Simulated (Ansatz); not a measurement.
Species: C₄H₂ISe, net charge 0, doublet state. SMILES: Ic1[c][se]cc1
Structure (B3LYP-D3(BJ)/def2-TZVP (Ansatz, an electronic-structure program) minimum search):
```
C
C 1 1.3556
H 2 1.0781 1 127.55
H 1 1.0811 2 123.35 3 0.00
C 1 1.4408 4 122.08 2 -180.00
C 5 1.3374 1 113.36 4 -180.00
Se 6 1.8586 5 114.71 1 0.00
I 5 2.0969 6 123.37 7 -180.00
```
Charge 0, spin multiplicity 2.

Wanted: size of the dipole moment, in D. Terms: no spin-orbit coupling; no dispersion term unless named; open shells spin-unrestricted; six Cartesian d functions in 6-31G* and its kin unless marked 5d; STO-3G and 3-21G all-electron and non-relativistic; LANL2DZ with its own core potentials from Na on; def2 sets with scalar-relativistic core potentials past Kr. Ab initio and DFT rows: single points at B3LYP-D3(BJ) geometries (Ansatz).

```
level                              program  size of the dipole moment (D)
---------------------------------  -------  -----------------------------
SVWN5/6-31G* with LANL2DZ past Ar   Ansatz                           1.85
PBE/STO-3G                          Ansatz                           1.63
PBE/LANL2DZ                         Ansatz                           1.92
BLYP/6-31G* with LANL2DZ past Ar    Ansatz                           1.78
B3LYP/STO-3G                        Ansatz                           1.56
B3LYP/LANL2DZ                       Ansatz                           1.87
B3LYP/def2-SVP                      Ansatz                           1.69
B3LYP/6-31G* with LANL2DZ past Ar   Ansatz                           1.80
PBE0/6-31G* with LANL2DZ past Ar    Ansatz                           1.85
```

No value to compare with is used here. The 9 habitual levels span 1.56 (B3LYP/STO-3G) to 1.92 D (PBE/LANL2DZ).

The levels are drawn from those run, B3LYP/6-31G* more often than the rest, none by its result; left out are runs that failed, that the program found above a lower state of the same kind, or whose <S^2> lies over 0.5 above the pure value.
